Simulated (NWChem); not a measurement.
## Correlation energy of tin monoxide (OSn)

```
Sn
O 1 1.8384
```
Charge 0, spin multiplicity 1.

Everything below was run with NWChem. Structure: optimised with PBE0/def2-SVP with def2 effective core potentials on Sn, a minimum by its harmonic frequencies.

Basis set: def2-SVP. Each correlation energy counts from its own Hartree-Fock reference.

Effective core potentials replace the inner electrons of Sn; spin-orbit coupling is left out. The correlated methods keep 5 core orbitals frozen. Coupled-cluster values serve here as a point of comparison, not as the truth.

### Question
One of these methods gave a correlation energy of -310.3 mHa. Which?
A) SCS-MP2
B) CR-CCSD[T]
C) MP2
D) CR-CCSD(T)

### Answer
C, MP2. The others give -296.5 (SCS-MP2), -322.3 (CR-CCSD[T]), -316.6 (CR-CCSD(T)).
